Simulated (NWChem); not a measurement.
# dimethyl carbonate (C₃H₆O₃); SMILES COC(=O)OC

```xyz
12

C     -2.3159    -0.0017    -0.0191
O     -1.0778    -0.0009    -0.7041
C      0.0000     0.0000     0.0722
O      0.0000     0.0000     1.2745
O      1.0778     0.0009    -0.7041
C      2.3159     0.0017    -0.0191
H     -2.4178     0.8923     0.6142
H     -3.0927    -0.0054    -0.7926
H     -2.4141    -0.8927     0.6188
H      3.0927     0.0054    -0.7926
H      2.4178    -0.8923     0.6142
H      2.4141     0.8927     0.6188
```
Atoms are numbered in this order, from 1.

All runs: NWChem. Pople sets run with spherical d functions. The geometry was optimised at PBE0/def2-SVP. Atomic charges in e: unrestrained fits to the electrostatic potential beside Mulliken populations; buried atoms are poorly determined by the fit.

For level B3LYP/def2-SVP:

- Mulliken C1 = 0.19
- Mulliken O2 = -0.28
- ESP C3 = 1.03
- Mulliken C3 = 0.28
- Mulliken O4 = -0.27
- Mulliken O5 = -0.28

Problem. How do the values read with level Hartree-Fock/6-31G* instead?

Solution. 
| Property | Result |
|---|---|
| Mulliken C1 | -0.18 |
| Mulliken O2 | -0.63 |
| ESP C3 | 1.17 |
| Mulliken C3 | 1.11 |
| Mulliken O4 | -0.61 |
| Mulliken O5 | -0.63 |
